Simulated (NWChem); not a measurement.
System: C$_{3}$H$_{6}$OS; SMILES CSC(C)=O

```xyz
11

C      0.5015    -1.9735    -0.0689
S     -0.7726    -0.7008    -0.0856
C      0.2375     0.7664     0.0084
C     -0.5806     2.0301     0.0128
O      1.4391     0.7492     0.0624
H      0.4488    -2.5679    -0.9906
H      1.4706    -1.4543    -0.0080
H      0.3672    -2.6262     0.8039
H     -0.3536     2.5909     0.9319
H     -1.6602     1.8389    -0.0456
H     -0.2683     2.6525    -0.8391
```
Atoms are numbered in this order, from 1.

Level: PBE0/def2-SVP (NWChem), optimised geometry, unscaled harmonic frequencies. 

```tsv
frequency (cm⁻¹)	IR intensity (km/mol)
35	2.6
114	0.0
148	4.8
247	9.3
368	3.5
516	0.3
548	1.9
639	56.9
758	2.7
966	0.0
970	1.2
1002	31.1
1012	7.8
1139	185.5
1315	8.9
1363	31.0
1436	11.5
1444	13.7
1449	12.1
1454	8.6
1848	235.7
3062	22.1
3070	0.7
3171	0.2
3182	4.0
3191	1.8
3195	1.8
```

```yaml
zero_point_energy: 53.8 kcal/mol
thermal correction to the enthalpy at 298.15 K (with zero-point energy): 58.6 kcal/mol
heat capacity Cv: 21.6 cal/(mol K)
entropy at 298.15 K and 1 atm (symmetry number 1): 82.3 cal/(mol K)
dipole_moment: 1.15 D
```

Rigid rotor and harmonic oscillator; modes under 100 cm⁻¹ make the entropy uncertain.
